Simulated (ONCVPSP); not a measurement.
# Which change was made? (S, ONCV)

```json
{"Element": "S", "Generator": "ONCVPSP 4.0.1", "Type": "optimised norm-conserving Vanderbilt (ONCV)", "Functional": "PBE", "Relativity": "scalar-relativistic", "Frozen core": "[He]", "Valence charge": "14", "Reference configuration": "2s2 2p6 3s2 3p3.75 (charge +0.25)", "Partial waves": "2s+3s: rc 0.65 bohr, ncon 5, nbas 10, qcut 21.1 1/bohr, 2 projectors; 2p+3p: rc 0.65 bohr, ncon 3, nbas 6, qcut 18.2 1/bohr, 3 projectors, debl 1.2 Ha; d scattering state at 0.11 Ha: rc 0.60 bohr, ncon 5, nbas 9, qcut 18.2 1/bohr, 3 projectors, debl 3.4 Ha", "Local potential": "polynomial inside 0.45 bohr (lpopt 5, dvloc0 1 Ha)", "Core correction": "none"}
```

Cutoffs, loose and tight: the cutoffs (Ha) at which the residual kinetic energy of the hardest occupied pseudo-wave falls to 1 and 0.1 mHa per electron. They do not see the model core or the augmentation charge, which bear on the density cutoff. Test errors are all-electron minus pseudo excitation energies from the reference, over the configurations 2s2 2p6 3s2 3p4; 2s2 2p6 3s2 3p3; 2s2 2p6 3s2 3p2; 2s2 2p6 3s1 3p5; variants that change the core or the reference have their own tests.

The base gives: outcome: generated; cutoff, loose: 155 Ha; cutoff, tight: 185 Ha; bound ghosts: d; GHOST(+) flags above zero: p; largest test error (meV): +2.5.

(1) After one change the result is: outcome: generated; cutoff, loose: 257 Ha; cutoff, tight: 310 Ha; bound ghosts: s, d; GHOST(+) flags above zero: p; largest test error (meV): +2.1. Which change was it?
A. s: qcut 28.4
B. s: qcut 12.4
C. s: qcut 31.1

Answers

(1) C. The others give: s: qcut 12.4 → outcome: generated; cutoff, loose: 265 Ha; cutoff, tight: 670 Ha; bound ghosts: d; GHOST(+) flags above zero: p; largest test error (meV): +2.8 | s: qcut 28.4 → outcome: generated; cutoff, loose: 226 Ha; cutoff, tight: 270 Ha; bound ghosts: d; GHOST(+) flags above zero: p; largest test error (meV): +2.3.
